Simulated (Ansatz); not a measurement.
Stepwise reaction of `[OH][W]([OH])(=[S])=[S]` with hydrogen fluoride, as a gas-phase model of exchange steps in deposition or etching. ΔE in kJ/mol; ΔG adds harmonic PBE0-D4 terms to CCSD(T)/CBS, at 1 bar.

Calculated with Ansatz (gas phase, PBE0-D4/def2-TZVP geometries, no zero-point term in ΔE). CCSD(T)/CBS adds triple-zeta CCSD(T) − MP2 to the extrapolated MP2 energy (def2 sets, frozen cores). This one scheme is used for every species. DFT in def2-TZVPP. B3LYP here is the variant with VWN-RPA as its local correlation; programs differ in this. Elements past krypton have def2 core potentials. For W outer-core shells are correlated without core-valence functions, which leaves a few kJ/mol of doubt a bond. One conformer a species, not always the lowest.

| step | reaction | PBE-D4 | B3LYP-D4 | ωB97M-V | CCSD(T)/CBS | ΔG(400 K) |
| --- | --- | --- | --- | --- | --- | --- |
| 1 | `[OH][W]([OH])(=[S])=[S]` + H–F → `[OH][W]([F])(=[S])=[S]` + H₂O | -24.1 | -23.5 | -23.6 | -17.8 | -17.5 |
| 2 | `[OH][W]([F])(=[S])=[S]` + H–F → `[F][W]([F])(=[S])=[S]` + H₂O | -16.7 | -15.8 | -15.7 | -10.1 | -8.9 |

Problem. By hand: ΔE of the 2 steps together at CCSD(T)/CBS.

Solution. (-17.8) + (-10.1) = -27.9 kJ/mol, or -13.9 kJ/mol a step.

In ΔE each step is higher than the one before. All are downhill at CCSD(T)/CBS. ΔG lies between -17.5 and -8.9 kJ/mol a step. PBE-D4 differs from CCSD(T)/CBS by -6.6 to -6.3 kJ/mol a step. Isolated molecules leave out the surface, adducts and barriers. Largest T1 diagnostic: 0.023.
